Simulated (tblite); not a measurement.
Species: C4H13N2PSi2.
SMILES with atom numbers: `[N:1]#[C:2][CH2:3][Si@@:4]([NH2:5])([PH2:6])[CH2:7][CH2:8][SiH3:9]` (hydrogens: H10, H11 on C3; H12, H13 on N5; H14, H15 on P6; H16, H17 on C7; H18, H19 on C8; H20, H21, H22 on Si9)

Cartesian coordinates in Å at the GFN2-xTB level; atoms count from 1:
```xyz
22
C4H13N2PSi2 angstrom
N     -4.4826    0.0540    0.8202
C     -3.3982    0.0358    1.1889
C     -2.0267    0.0100    1.5690
Si    -0.9492   -0.1000   -0.0525
N     -1.3286   -1.4814   -1.0120
P     -1.3009    1.6413   -1.4327
C      0.8857   -0.2106    0.4508
C      1.7788    0.0273   -0.7631
Si     3.6335   -0.0303   -0.3489
H     -1.7985    0.9102    2.1400
H     -1.8508   -0.8573    2.2055
H     -1.1659   -2.4113   -0.6607
H     -2.1520   -1.4668   -1.5929
H     -2.6153    1.8362   -1.0465
H     -0.8374    2.5942   -0.5378
H      1.1019   -1.1908    0.8756
H      1.1205    0.5224    1.2237
H      1.5250    0.9963   -1.2021
H      1.5415   -0.7175   -1.5238
H      3.9586   -1.3500    0.2001
H      3.9366    0.9909    0.6583
H      4.4136    0.2167   -1.5608
```

Computed values, GFN2-xTB/tblite, gas phase, harmonic and unscaled. Errors from tens to a few hundred cm⁻¹ against measured bands are possible. Modes of hydrogen on phosphorus and silicon can be 10 to 20 % off. One conformer, not necessarily the lowest.

Harmonic wavenumbers (cm⁻¹): 26.8, 45.9, 54.7, 56.9, 92.0, 110.6, 127.0, 134.8, 151.8, 165.4, 172.9, 202.9, 217.2, 289.3, 373.9, 437.0, 458.4, 490.3, 510.3, 535.4, 653.8, 686.3, 694.0, 708.2, 724.2, 743.4, 759.7, 775.2, 790.9, 795.5, 802.5, 830.6, 907.7, 1017.4, 1064.1, 1069.4, 1071.9, 1142.2, 1154.2, 1195.0, 1267.1, 1311.5, 1409.5, 1479.1, 1481.5, 1500.9, 2243.0, 2248.8, 2276.9, 2285.3, 2372.3, 2393.7, 2942.3, 2968.3, 2980.4, 2983.4, 2986.4, 2987.4, 3461.9, 3498.1.

A = 1784, B = 441.2, C = 404.5 MHz; mass 176.035 u (most abundant isotopes); point group C1, symmetry number 1.

Q: Zero-point energy?

A: Half the sum of the wavenumbers: 34659 cm⁻¹ = 99.09 kcal/mol.

Q: What is S at 298.15 K and 1 bar for an ideal gas of classical rigid rotors and harmonic oscillators?

A: Translation 41.43, rotation 31.29, vibration 54.47: S = 127.2 cal/(mol K).

Q: And Cp and H(298.15 K) − H(0)?

A: Cp = 54.62 cal/(mol K), of which vibrations give 46.67 (their classical limit is 60 R = 119.2); H(298.15 K) − H(0) = 10.23 kcal/mol without the zero-point energy, 7.86 from vibrations.

Q: How do the functions run with temperature in this model?

A: 
```
 T (K)  S (cal/(mol K))  Cp (cal/(mol K))  H − H(0) (kcal/mol)  G − H(0) (kcal/mol)  ln q(vib)
    50             66.9              19.8                 0.66                -2.69       1.58
   100             83.8              29.1                 1.90                -6.47       4.35
373.15            140.4              62.9                14.65               -37.73      17.39
   500            160.4              74.0                23.36               -56.83      22.53
   750            193.5              89.2                43.92              -101.22      31.63
  1000            220.7              99.3                67.57              -153.10      39.61
```

q(vib) and H(0) count from the zero-point level.

Q: What must be added to the electronic energy to get the Gibbs energy at 298.15 K and 1 bar?

A: ZPE + [H(298.15 K) − H(0)] − T·S = 99.09 + 10.23 − 37.92 = 71.40 kcal/mol.

Q: Blend soft modes into free rotors: weight 1/[1 + (100 cm⁻¹/ν̃)⁴] for the oscillator and the rest for a rotor with moment μB/(μ + B), μ = h/(8π²ν), B = 10⁻⁴⁴ kg m². What vibrational entropy results?

A: 48.35 cal/(mol K) in place of 54.47, which changes −T·S at 298.15 K by +1.82 kcal/mol.

Q: Which modes carry the vibrational entropy at 298.15 K?

A: 26.8 cm⁻¹: 6.05; 45.9 cm⁻¹: 4.99; 54.7 cm⁻¹: 4.64; 56.9 cm⁻¹: 4.56; 92.0 cm⁻¹: 3.62; 110.6 cm⁻¹: 3.26 cal/(mol K); the other 54 give 27.35 together.

Hindered rotation and anharmonicity are outside this model. Other conformers, if any are populated, would add a mixing term that is left out. The structure is chiral; the term R ln 2 for an equal mix with its mirror image is left out.

Time: 2.4 s wall. Hardware: Arm Neoverse N1, one thread, no GPU, shared host. The figure is for the frequency step alone.
